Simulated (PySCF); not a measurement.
**Energy of Ti⁺ (titanium, charge +1) between two integer charges**

The 4s alpha orbital of [Ar] 3d2 4s1 is emptied in steps (occupation f), with all orbitals relaxed, ending at [Ar] 3d2. Calculation: PySCF 2.14, in x2c-TZVPall (6s5p4d1f, 48 functions); scalar relativity by spin-free X2C-1e. The exact energy is a straight line in f; departures are measured from the line between the end points of the same method.

```json
{"f": "1", "UHF (eV)": "0.000"}
{"f": "0.9", "UHF (eV)": "0.008"}
{"f": "0.7", "UHF (eV)": "0.019"}
{"f": "0.5", "UHF (eV)": "0.022"}
{"f": "0.3", "UHF (eV)": "0.018"}
{"f": "0.1", "UHF (eV)": "0.008"}
{"f": "0", "UHF (eV)": "0.000"}
```

| method | E(f=0) − E(f=1) (eV) | −ε at f=1 (eV) | −ε at f=0.5 (eV) |
| --- | --- | --- | --- |
| UHF | 12.946 | 13.039 | 12.943 |

Orbital energy along the path (eV):

| f | UHF |
| --- | --- |
| 1 | -13.039 |
| 0.9 | -13.018 |
| 0.7 | -12.979 |
| 0.5 | -12.943 |
| 0.3 | -12.910 |
| 0.1 | -12.878 |
| 0 | -12.863 |

Reference removal energy between the ground levels: 13.575 eV (measured; NIST Atomic Spectra Database, ionization energies). The calculation has no spin-orbit coupling. UHF lacks correlation.
